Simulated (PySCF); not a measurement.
Species: C6H7NO.
SMILES with atom numbers: `[CH3:1][C:2]#[C:3]/[CH:4]=[N:5]\[C:6]([CH3:7])=[O:8]` (hydrogens: H9, H10, H11 on C1; H12 on C4; H13, H14, H15 on C7)

Structure optimised with GFN2-xTB, isolated species.

Q: What internal coordinates does the optimisation give?

A: 
| bond | length (bohr) | order |
| --- | --- | --- |
| C1–C2 | 2.720 | single |
| C2≡C3 | 2.278 | triple |
| C3–C4 | 2.667 | single |
| C4=N5 | 2.381 | double |
| N5–C6 | 2.571 | single |
| C6–C7 | 2.868 | single |
| C6=O8 | 2.283 | double |
| C1–H9, C1–H10, C1–H11 | 2.059 | single |
| C4–H12 | 2.056 | single |
| C7–H13, C7–H14, C7–H15 | 2.055 | single |

Bonds in one row agree within 0.02 bohr and their mean is given. Orders are formal, as drawn. A selection of angles:
| angle | degrees |
| --- | --- |
| C1–C2–C3 | 178.5 |
| C2–C3–C4 | 176.7 |
| C3–C4–N5 | 125.5 |
| C4–N5–C6 | 133.2 |
| N5–C6–C7 | 112.0 |
| N5–C6–O8 | 123.7 |
| C7–C6–O8 | 123.8 |

Dihedral angles: C3–C4–N5–C6 3° (synperiplanar); C4–N5–C6–C7 -103° (anticlinal). The mirror-image conformer, all signs reversed, is as good.

The C–C distances run from 1.206 Å (C2≡C3, drawn triple) to 1.518 Å (C6–C7, drawn single), a spread of 0.312 Å. N5 (imine nitrogen) is bent (angle 133.2°). The C–N distances run from 1.260 Å (C4=N5, drawn double) to 1.361 Å (N5–C6, drawn single), a spread of 0.101 Å.

Point group: C1 (no symmetry element, even within 0.4 Å). No GFN2-xTB frequencies stand behind this structure, so it isn't proved a minimum. One conformer, not necessarily the lowest.

These are computed values.
